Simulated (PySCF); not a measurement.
H₅NO₃Si. Atoms are numbered in the order given.

```xyz
10

N      1.5912    -0.5831    -0.1390
Si    -0.0145     0.0095    -0.0161
O     -0.0285     1.2826     1.0504
O     -0.6131     0.5823    -1.4427
O     -1.0050    -1.2401     0.4486
H      1.7562    -1.4349    -0.6662
H      2.3433     0.0809    -0.2943
H      0.3730     1.1269     1.9102
H     -1.5121     0.9248    -1.4174
H     -0.7236    -1.7478     1.2153
```
Charge 0, spin multiplicity 1.

Geometry optimised at ωB97X-D3(BJ)/def2-SVP. The geometry has at least one imaginary mode, so it is a saddle point at that level. The values are those of a single conformer.

Calculation: ωB97X-D3(BJ)/def2-SVP (PySCF).

Frequencies are harmonic and unscaled.

| mode | ν (cm⁻¹) | IR (km/mol) | moving atoms (share of kinetic energy) |
|---|---|---|---|
| 1 | 86i | 3.8 | H 89 %, O 9 % |
| 2 | 108 | 56.9 | H 83 %, O 16 % |
| 3 | 221 | 41.6 | H 46 %, O 35 %, N 18 % |
| 4 | 257 | 44.1 | H 60 %, O 21 %, N 13 % |
| 5 | 294 | 102.8 | H 63 %, O 28 % |
| 6 | 348 | 16.3 | O 47 %, H 27 %, Si 20 % |
| 7 | 364 | 9.9 | O 72 %, H 16 %, Si 12 % |
| 8 | 376 | 130.1 | H 70 %, O 15 %, N 12 % |
| 9 | 379 | 132.8 | O 55 %, H 19 %, Si 16 %, N 10 % |
| 10 | 499 | 194.6 | H 64 %, N 31 % |
| 11 | 763 | 3.1 | O 67 %, N 26 % |
| 12 | 775 | 226.2 | H 89 %, O 11 % |
| 13 | 814 | 106.9 | H 79 %, O 15 % |
| 14 | 819 | 5.3 | H 65 %, O 19 %, N 15 % |
| 15 | 823 | 127.9 | H 63 %, O 34 % |
| 16 | 943 | 242.1 | Si 46 %, O 21 %, N 19 %, H 15 % |
| 17 | 972 | 255.9 | Si 48 %, O 36 %, H 13 % |
| 18 | 998 | 214.8 | Si 48 %, O 28 %, H 20 % |
| 19 | 1556 | 63.4 | H 89 %, N 11 % |
| 20 | 3614 | 27.5 | H 96 % |
| 21 | 3707 | 32.8 | H 91 %, N 9 % |
| 22 | 3940 | 106.6 | H 94 % |
| 23 | 3946 | 32.2 | H 94 % |
| 24 | 3949 | 120.8 | H 94 % |
